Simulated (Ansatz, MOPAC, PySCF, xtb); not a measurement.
Complex: CH4O (SMILES CO) (first 6 atoms) with C3H8 (SMILES CCC); geometry from B3LYP-D3(BJ)/def2-TZVP, rigid monomers moved along the line of their centres of mass till H6···C7 is 3.06 Å.
(charge 0, multiplicity 1):
```xyz
17

C      0.4843     0.2433    -0.2798
O     -0.5138    -0.5181     0.3832
H      0.7516     1.1470     0.2786
H      0.0681     0.5428    -1.2407
H      1.3934    -0.3402    -0.4639
H     -0.1745    -0.7962     1.2398
C     -0.3005    -1.2589     4.2608
C     -0.0217     0.1063     4.8843
C      0.3388     1.1681     3.8485
H     -0.5323    -2.0100     5.0179
H     -1.1520    -1.2120     3.5768
H      0.5690    -1.6205     3.7026
H      0.7907     0.0150     5.6111
H     -0.9006     0.4314     5.4480
H      0.5202     2.1378     4.3152
H      1.2458     0.8909     3.3039
H     -0.4628     1.2931     3.1170
```

Monomers are frozen at their geometry in the pair; levels with a basis set take the counterpoise correction. Rows marked so take none.

Rows in 3-21G, 6-31G* carry no dispersion term and start afresh at each structure (6-31G* with six Cartesian d functions). MP2/6-31G* freezes PySCF's default core. The state reached by PM6 isn't checked.

The values were computed with Ansatz (a program for electronic structure); MOPAC for PM6 (differences of heats of formation); PySCF for 3-21G rows, 6-31G* rows, the dispersion terms; xtb for the GFN methods. 

```json
[
 {"level": "PM6", "interaction energy (kJ/mol)": "-2.7"},
 {"level": "GFN1-xTB", "interaction energy (kJ/mol)": "-4.5"},
 {"level": "HF/6-31G*", "interaction energy (kJ/mol)": "0.0"},
 {"level": "PBE-D3(BJ)/def2-TZVPPD", "interaction energy (kJ/mol)": "-7.9"},
 {"level": "B3LYP/3-21G (no counterpoise)", "interaction energy (kJ/mol)": "?"},
 {"level": "PBE0/def2-TZVPPD", "interaction energy (kJ/mol)": "?"},
 {"level": "PBE0-D4/def2-TZVPPD", "interaction energy (kJ/mol)": "-6.8"},
 {"level": "M06-2X/6-31G* (no counterpoise)", "interaction energy (kJ/mol)": "-7.7"},
 {"level": "MP2/6-31G* (no counterpoise)", "interaction energy (kJ/mol)": "-6.7"}
]
```

**Question.** Complete the blanks.

**Answer.** 
- B3LYP/3-21G (no counterpoise), interaction energy (kJ/mol): -5.3
- PBE0/def2-TZVPPD, interaction energy (kJ/mol): -3.2
